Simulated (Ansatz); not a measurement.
Ansatz results at the PBE0-D4/def2-TZVP geometry: size of the dipole moment (ωB97M-V/def2-TZVPP) 8.12 D; HOMO–LUMO gap (PBE/def2-TZVPP) 3.09 eV; HOMO–LUMO gap (ωB97M-V/def2-TZVPP) 8.38 eV.

Each molecule was computed in one conformer, which needn't be the lowest.

Problem. Which molecule gave them?
A. `CC[P+](CC)(CC)[Au-][S]C`
B. `C[O][Ag-][P+](F)(F)F`
C. `[F][Cu-][P+](F)(F)F`
D. `CC[P+](CC)(CC)[Ga-]([F])([F])[F]`

Solution. A. The others give `[F][Cu-][P+](F)(F)F`: 5.01, 4.17, 11.09; `C[O][Ag-][P+](F)(F)F`: 4.37, 2.67, 8.65; `CC[P+](CC)(CC)[Ga-]([F])([F])[F]`: 8.50, 6.15, 12.31.
